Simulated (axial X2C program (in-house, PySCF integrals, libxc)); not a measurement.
Which functional? An output for RuB⁻

An SCF output computed with an axial X2C code built on PySCF integrals for RuB⁻ at 1.718 Å, two-component, state Ω = 3, Ru dyall-acv3z [13s13p9d5f3g], B dyall-av3z [8s7p3d2f] (cores contracted in-house), without its first line:

```
basis functions 217  fitting functions 1048  grid points 5075
iter        total energy     max residual
   1      -4550.743971502     3.10e-01
   2      -4550.770417655     8.90e-03
   3      -4550.774200314     6.07e-03
   4      -4550.776198975     9.11e-03
   5      -4550.777772917     6.30e-03
   6      -4550.779612935     6.55e-03
   7      -4550.782561564     5.73e-03
   8      -4550.789165225     3.68e-03
   9      -4550.790924139     3.21e-03
  10      -4550.791537604     2.20e-03
  11      -4550.791765801     1.81e-03
  12      -4550.792029897     8.76e-04
  13      -4550.791994332     1.17e-03
  14      -4550.792117314     9.65e-04
  15      -4550.792252949     5.69e-04
  16      -4550.792234672     1.09e-03
  17      -4550.792378196     7.95e-04
  18      -4550.792480348     1.90e-04
  19      -4550.792496339     1.06e-04
  20      -4550.792503158     9.64e-05
  21      -4550.792503449     4.29e-05
  22      -4550.792503958     1.64e-05
  23      -4550.792504039     1.91e-05
  24      -4550.792504051     1.73e-05
  25      -4550.792504074     1.37e-05
  26      -4550.792504078     8.71e-06
  27      -4550.792504080     3.61e-06
  28      -4550.792504081     3.27e-06
  29      -4550.792504082     3.44e-06
  30      -4550.792504082     1.45e-06
converged
one-electron -6418.36908975  Coulomb 1938.47799905  exact exchange -136.42646069  xc functional 0.00000000  nuclear repulsion 67.76425285  atomic mean-field constant -2.23920554
```

Question: Which level of theory produced it?
A. M06
B. PBE0
C. HF

Answer: C. The exact-exchange term against the functional term shows a share of 1 of exact exchange.
